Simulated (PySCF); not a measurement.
# Correlation energy of Bi (bismuth, neutral)

[Xe] 4f14 5d10 6s2 6p2 6d1, one real determinant (an excited configuration). Computed with PySCF 2.14 in aug-cc-pVTZ-DK3 (9s8p6d3f, 84 functions), with scalar relativity by spin-free X2C-1e. Frozen: [Xe] 4f14 5d10; 5 electrons correlated.

| level | correlation energy (mhartree) |
| --- | --- |
| CCSD | -62.21 |
| (T) | -2.65 |
| CCSD(T) | -64.86 |

Diagnostics: T1 = 0.019, D1 = 0.0587, largest double amplitude 0.167.

Q: Is a single reference adequate?

A: Not fully. The real determinant used has ⟨L²⟩ near 8 against 12 for a pure F term, so it mixes terms. Spin-orbit coupling is strong in this species (close to jj coupling), so the high-spin LS determinant is a model state, not a physical level. The outer electron is Rydberg-like, and this basis confines it to a smaller radius and binds it less than a complete one would. A double-excitation amplitude exceeds 0.15, a sign of near-degeneracy.

The reference is one real determinant that mixes LS terms of this configuration.

Spin-orbit coupling is strong in this species, so the high-spin LS determinant is a model state.
